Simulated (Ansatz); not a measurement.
The cluster Re₂O₂⁺, relaxed as a doublet with UKS PBE0-D4/def2-TZVP in Ansatz, starting from the GFN2-xTB geometry. Force threshold 0.02 eV/Å.

In the def2 sets Re takes a core potential; there is no spin–orbit coupling. The charge 1 doublet is spin-contaminated (final ⟨S²⟩ up to 4.20, 0.75 for a pure state). The relaxation made no stability test and no search for a lower SCF solution. No other spin state of charge 1 was run. Another isomer (doublet) lies 0.61 eV lower at PBE0-D4/def2-TZVP; other spin states weren't run for this one.

Start:

Cartesian coordinates in Å:
```
Re 1.2233 0.6688 -0.5596
Re -1.2240 -0.6686 0.5594
O 0.0779 -0.8070 -0.7941
O -0.0771 0.8068 0.7943
```

| step | energy (eV) | largest force component (eV/Å) | SCF passes |
| --- | --- | --- | --- |
| 1 | -8341.7243 | 1.250 | 74 |
| 2 | -8341.8070 | 1.190 | 35 |
| 3 | -8341.8349 | 0.272 | 34 |
| 4 | -8341.8403 | 0.132 | 32 |
| 5 | -8341.8406 | 0.012 | 29 |
| 6 | -8341.8406 | 0.000 | 33 |

Force components are those of the run's own axes.

End:

```xyz
4

Re    1.173    0.641   -0.536
Re   -1.213   -0.663    0.555
O     0.103   -0.847   -0.853
O    -0.062    0.869    0.835
```

By distances, no bond broke or formed. The bond that changes most is Re2–O3, from 1.88 to 1.94 Å (atoms count from 1).

The force fell under the threshold at step 5, but the optimiser went on. No frequencies were taken in this run, so the end may be a saddle point.

It took 14 s on 4 threads of Arm Neoverse V2 on a shared host.
